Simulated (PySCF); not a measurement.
Theory: delta-SCF UKS SCAN, pcX-2 on the ionised atom, pcseg-1 elsewhere, spin-free X2C (PySCF 2.14.0). Geometries: PBE0-D3(BJ)/def2-SVP; isolated species, one conformer each. Kα1 is taken as the energy difference of the 1s-hole and 2p3/2-hole states at the ground state's geometry. For 2p shells one spin-free hole was relaxed; a mean-field spin–orbit operator and the ground-state splitting of the three 2p orbitals were then diagonalised within the shell. The shell's mean is (2 × 2p3/2 + 2p1/2)/3, and the degeneracies 2j + 1 give areas of 2:1.

```json
{"site": "Si4 in `[OH:1][SiH2:2][O:3][SiH3:4]`", "Si 2p3/2 (eV)": "107.70"}
{"site": "silicon in `N#C[C@]1(C[SiH3])[C@@H]2C[C@@H]21`", "Si 2p3/2 (eV)": "106.87"}
{"site": "silicon in `N#C[Si@@H]1C[C@@H]1C1CC1`", "Si 2p3/2 (eV)": "107.26"}
```

Q: What are the Si 1s binding energies, and the Kα1 emission energies that follow?

A: 
```tsv
site	bonded to	1s (eV)	2p3/2 (eV)	Kα1 = 1s − 2p3/2 (eV)
silicon in `N#C[C@]1(C[SiH3])[C@@H]2C[C@@H]21`	C and 3 H	1846.61	106.87	1739.74
silicon in `N#C[Si@@H]1C[C@@H]1C1CC1`	3 C and H	1847.02	107.26	1739.76
Si4 in `[OH:1][SiH2:2][O:3][SiH3:4]`	O and 3 H	1847.63	107.70	1739.93
```

Ranges: 1s 1.02 eV, 2p3/2 0.83 eV, Kα1 0.19 eV.
